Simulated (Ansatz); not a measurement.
Two spin states of BeS, each at its own minimum; 2S+1 = 1, 3 were tried, and the measured ground state has 1.

| level | energy of the multiplicity-3 state above the multiplicity-1 state (kcal/mol) | minus CCSD(T)/def2-TZVPP |
|---|---|---|
| PBE/def2-TZVPP | 18.64 | 3.13 |
| PBE0/def2-TZVPP | 14.15 | -1.36 |
| wB97X-V/def2-TZVPP | 14.52 | -0.99 |
| CCSD/def2-TZVPP | 11.60 | -3.91 |
| CCSD(T)/def2-TZVPP | 15.51 | 0.00 |

 The comparison column counts from a level with limits of its own.

The rows run from 11.60 (CCSD/def2-TZVPP) to 18.64 kcal/mol (PBE/def2-TZVPP). The 3 functionals in def2-TZVPP without D3 or D4 span 4.49, from PBE0 to PBE.

Each state is the lowest solution found for its spin in def2 and cc sets. The singlet is a restricted closed-shell determinant, which can mix singlet states where a π or δ shell is part-filled.

Correlated levels freeze the inner cores; with def2 sets outer-core shells near the valence are correlated too.

The values were computed with Ansatz (Gaussian basis) for Hartree–Fock, density functionals and correlated methods. Values without a source in brackets are computed.

Ansatz is a first-principles code.
